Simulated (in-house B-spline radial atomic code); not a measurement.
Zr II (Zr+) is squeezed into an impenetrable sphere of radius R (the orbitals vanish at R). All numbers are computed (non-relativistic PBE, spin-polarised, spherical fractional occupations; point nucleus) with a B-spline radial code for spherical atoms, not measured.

Energies in eV above the free ion in [Kr] 4d2 5s1:

```csv
R (bohr),highest level (eV),[Kr] 4d2 5s1,[Kr] 4d3,[Ar] 3d9 4s2 4p6 4d2 5s1 5f1,-dE/dV in [Kr] 4d2 5s1 (GPa)
8.23,-10.2,0.04447,-0.2976,204.2,0.0772
5.68,-8.76,1.231,0.2384,216.5,4.14
4.89,-6.7,3.338,1.227,225.9,15.3
4.45,-4.44,5.882,2.46,234.2,33.4
3.4,10.3,25.4,12.94,277.7,288
2.98,25.7,49.82,27.68,319.4,816
2.55,56.7,107.9,66.27,405.1,2730
2.27,93.3,188.4,123.7,513,6530
1.93,173,395.7,280.9,773.2,21000
1.46,442,1282,1001,1814,142000
```

Problem. Does [Kr] 4d3 fall below [Kr] 4d2 5s1 under compression?

Solution. It lies below at every radius listed.

Problem. Does [Ar] 3d9 4s2 4p6 4d2 5s1 5f1 fall below [Kr] 4d2 5s1 under compression?

Solution. No, it stays above over the whole range.

The highest level is first positive in the row R = 3.4 bohr, pushed up by confinement above the zero of the free ion's potential. Each configuration is held fixed and needn't be the lowest in the sphere.
